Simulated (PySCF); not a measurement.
**Vibration and rotation of SiW**

ROHF-CCSD(T) constants of SiW, quintet, unpaired electrons σ ↑, π ↑, δ ↑↑ (PySCF, scalar-relativistic core potentials, basis sets Si def2-TZVPPD, W def2-TZVPPD with ECP60; masses 27.9769 and 183.9509 u):

| Quantity | Value |
| --- | --- |
| ωe | 414.7 cm⁻¹ |
| ωexe | 1.44 cm⁻¹ |
| Be | 0.12879 cm⁻¹ |
| αe | 0.000552 cm⁻¹ |

(1) What force constant and bond length do these constants imply?

(2) Estimate the centrifugal constant D from the Kratzer relation and find the Dunham coefficient a1.

Correlated steps freeze 5 core orbitals. De is left out where the level can put another filling of the metal’s s and d shells below the measured ground configuration, by anything from nothing to about 1 eV. These are scalar-relativistic numbers at best; spin–orbit coupling would shift them, the dissociation energy most. The CCSD T1 diagnostic is raised, a sign that a single reference may not be enough here. With d or f electrons several states lie close, and the lowest PBE0 determinant need not be the measured ground state.

Answers

(1) Reduced mass μred = 24.284 u; k = 5.8918×10⁻⁷·μred·ωe² (u, cm⁻¹, mdyn/Å) = 2.46 mdyn/Å; Re = √(16.8576/(μred·Be)) (u, cm⁻¹, Å) = 2.322 Å.

(2) D = 4Be³/ωe² = 4.97e-08 cm⁻¹; a1 = −1 − αeωe/(6Be²) = -3.30.
